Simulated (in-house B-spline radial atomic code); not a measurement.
A fraction x of an electron is removed from 2p in neutral silicon, starting from [Ne] 3s2 3p2 and keeping the highest spin. All numbers are computed (non-relativistic AM05, spin-polarised, spherical fractional occupations; point nucleus) with a radial B-spline atomic code at the basis-set limit, not measured.

```
   x  E(x) - E(0) (eV)  2p down level (eV)
   0            0.0000             -95.063
0.07            6.7176             -96.873
0.17           16.5356             -99.495
0.33           32.7962            -103.779
0.42           42.2465            -106.234
 0.5           50.8333            -108.441
0.54           55.1932            -109.554
0.68                 ?                   ?
0.75                 ?                   ?
0.96          103.7094            -121.574
   1          108.5959            -122.749
```

Task: What belongs in the row x = 0.68?

Result: An energy change of 70.8058 eV; 2p down at -113.494 eV.

Task: What belongs in the row x = 0.75?

Result: An energy change of 78.8202 eV; 2p down at -115.490 eV.

Task: Check Janak's theorem between x = 0.07 and 0.17.

Result: The slope of the energy is 98.18 eV; the orbital levels give 98.18 eV (-ε of the emptying orbital, averaged over the two points).
